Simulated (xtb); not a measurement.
F3Zr, charge +1, singlet, geometry from GFN2-xTB (such geometries of metal compounds can be far from the true shape) (the multiplicity is a formal guess), atoms displaced at random by about 0.1 Å a coordinate; GFN1-xTB run with xtb.

The xtb input:
```
$ xtb mol.xyz --gfn 1 --chrg 1 --opt --json

# file mol.xyz
4

Zr     0.42055979     0.18530728     0.00383379
F      1.56617605    -0.55034141    -0.16984185
F     -0.79989042    -0.74190956     1.24217012
F     -0.86553068     0.26434174    -1.50219715
```

What the program printed (banner, timings and long lists left out):

```
   ID    Z sym.   atoms
    1   40 Zr     1
    2    9 F      2-4

           -------------------------------------------------
          |                Calculation Setup                |
           -------------------------------------------------

           -------------------------------------------------
          |                 G F N 1 - x T B                 |
           -------------------------------------------------

          ...................................................
          :                      SETUP                      :
          :.................................................:
          :  # basis functions                  22          :
          :  # atomic orbitals                  21          :
          :  # shells                            9          :
          :  # electrons                        24          :
          :  # halogen bonds                     0          :
          :  max. iterations                   250          :
          :  Hamiltonian                  GFN1-xTB          :
          :  restarted?                      false          :
          :  GBSA solvation                  false          :
          :  PC potential                    false          :
          :  electronic temp.          300.0000000     K    :
          :  accuracy                    1.0000000          :
          :  -> integral cutoff          0.2500000E+02      :
          :  -> integral neglect         0.1000000E-07      :
          :  -> SCF convergence          0.1000000E-05 Eh   :
          :  -> wf. convergence          0.2000000E-04 e    :
          :  Broyden damping             0.4000000          :
          :  net charge                          1          :
          :  unpaired electrons                  0          :
          ...................................................

 iter      E             dE          RMSdq      gap      omega  full diag
   1    -16.3033994 -0.163034E+02  0.801E+00    2.93       0.0  T
   2    -16.4678495 -0.164450E+00  0.560E+00    3.19       1.0  T
   3    -16.5139196 -0.460701E-01  0.296E+00    2.35       1.0  T
   4    -16.5060692  0.785045E-02  0.224E+00    3.71       1.0  T
   5    -16.5263443 -0.202751E-01  0.375E-01    2.92       1.0  T
   6    -16.5275066 -0.116224E-02  0.224E-02    2.83       2.2  T
   7    -16.5275064  0.141538E-06  0.219E-02    2.84       2.3  T
   8    -16.5275081 -0.163293E-05  0.565E-03    2.84       8.8  T
   9    -16.5275082 -0.124188E-06  0.763E-04    2.84      65.6  T
  10    -16.5275082 -0.196245E-08  0.425E-04    2.84     117.6  T
  11    -16.5275082 -0.831310E-09  0.225E-06    2.84   22258.8  T
  12    -16.5275082 -0.390799E-13  0.350E-07    2.84  100000.0  T

   *** convergence criteria satisfied after 12 iterations ***

         :::::::::::::::::::::::::::::::::::::::::::::::::::::
         ::                     SUMMARY                     ::
         :::::::::::::::::::::::::::::::::::::::::::::::::::::
         :: total energy             -16.190148446992 Eh    ::
         :: gradient norm              1.676251242370 Eh/a0 ::
         :: HOMO-LUMO gap              2.835306264156 eV    ::
         ::.................................................::
         :: SCC energy               -16.527508188593 Eh    ::
         :: -> electrostatic           0.246465367772 Eh    ::
         :: repulsion energy           0.337985225271 Eh    ::
         :: dispersion energy         -0.000625483670 Eh    ::
         :: halogen bond corr.         0.000000000000 Eh    ::
         :: add. restraining           0.000000000000 Eh    ::
         :: total charge               1.000000000000 e     ::
         :::::::::::::::::::::::::::::::::::::::::::::::::::::

      -----------------------------------------------------------
     |                   =====================                   |
     |                        A N C O P T                        |
[...]
 * total energy  :   -16.4879788 Eh     change       -0.7300577E-03 Eh
 * total energy  :   -16.4880845 Eh     change       -0.1056963E-03 Eh
 * total energy  :   -16.4883794 Eh     change       -0.2949009E-03 Eh
 * total energy  :   -16.4884949 Eh     change       -0.1155012E-03 Eh
 * total energy  :   -16.4886002 Eh     change       -0.1053144E-03 Eh
 * total energy  :   -16.4888855 Eh     change       -0.2853444E-03 Eh
 * total energy  :   -16.4891691 Eh     change       -0.2835978E-03 Eh
 * total energy  :   -16.4893703 Eh     change       -0.2011421E-03 Eh
 * total energy  :   -16.4894147 Eh     change       -0.4445026E-04 Eh
 * total energy  :   -16.4894121 Eh     change        0.2604734E-05 Eh
 * total energy  :   -16.4894259 Eh     change       -0.1383452E-04 Eh
 * total energy  :   -16.4894301 Eh     change       -0.4130355E-05 Eh
   *** GEOMETRY OPTIMIZATION CONVERGED AFTER 16 ITERATIONS ***
         :: total energy             -16.489430066831 Eh    ::
[...]
         ::.................................................::
         :: SCC energy               -16.535933489863 Eh    ::
         :: -> electrostatic           0.248142205004 Eh    ::
         :: repulsion energy           0.047118378123 Eh    ::
         :: dispersion energy         -0.000614955090 Eh    ::
         :: halogen bond corr.         0.000000000000 Eh    ::
         :: add. restraining           0.000000000000 Eh    ::
         :: total charge               1.000000000000 e     ::
         :::::::::::::::::::::::::::::::::::::::::::::::::::::

           -------------------------------------------------
          |                Property Printout                |
           -------------------------------------------------

    * Orbital Energies and Occupations

         #    Occupation            Energy/Eh            Energy/eV
      -------------------------------------------------------------
         1        2.0000           -1.0723473             -29.1801
         2        2.0000           -1.0647769             -28.9741
         3        2.0000           -1.0644971             -28.9664
         4        2.0000           -0.7721284             -21.0107
         5        2.0000           -0.7652656             -20.8239
         6        2.0000           -0.7645896             -20.8055
         7        2.0000           -0.7645373             -20.8041
         8        2.0000           -0.7537380             -20.5103
         9        2.0000           -0.7536434             -20.5077
        10        2.0000           -0.7515428             -20.4505
        11        2.0000           -0.7514903             -20.4491
        12        2.0000           -0.7477380             -20.3470 (HOMO)
        13                         -0.6127759             -16.6745 (LUMO)
        14                         -0.6023787             -16.3916
        15                         -0.6021843             -16.3863
        16                         -0.5426586             -14.7665
        17                         -0.5420179             -14.7491
        18                         -0.4139117             -11.2631
        19                         -0.1629490              -4.4341
        20                         -0.1614042              -4.3920
        21                         -0.0914582              -2.4887
      -------------------------------------------------------------
                  HL-Gap            0.1349622 Eh            3.6725 eV
             Fermi-level           -0.6802569 Eh          -18.5107 eV

  Mulliken/CM5 charges         n(s)   n(p)   n(d)
     1Zr    1.88345  2.45829   0.367  0.874  0.875
     2F    -0.29440 -0.48623   1.748  5.547  0.000
     3F    -0.29470 -0.48624   1.748  5.547  0.000
     4F    -0.29435 -0.48583   1.748  5.547  0.000

Wiberg/Mayer (AO) data.
largest (>0.10) Wiberg bond orders for each atom

 ---------------------------------------------------------------------------
     #   Z sym  total        # sym  WBO       # sym  WBO       # sym  WBO
 ---------------------------------------------------------------------------
     1  40 Zr   3.633 --     4 F    1.211     2 F    1.211     3 F    1.211
     2   9 F    1.266 --     1 Zr   1.211
     3   9 F    1.266 --     1 Zr   1.211
     4   9 F    1.266 --     1 Zr   1.211
 ---------------------------------------------------------------------------

Topologies differ in total number of bonds
Writing topology from bond orders to xtbtopo.mol

 dipole moment from electron density (au)
     X       Y       Z
   0.1528  -0.3877  -0.1794  total (Debye):    1.153

optimized geometry written to: xtbopt.xyz

           -------------------------------------------------
          | TOTAL ENERGY              -16.489430066831 Eh   |
          | GRADIENT NORM               0.000764806539 Eh/α |
          | HOMO-LUMO GAP               3.672507260397 eV   |
           -------------------------------------------------

normal termination of xtb
```
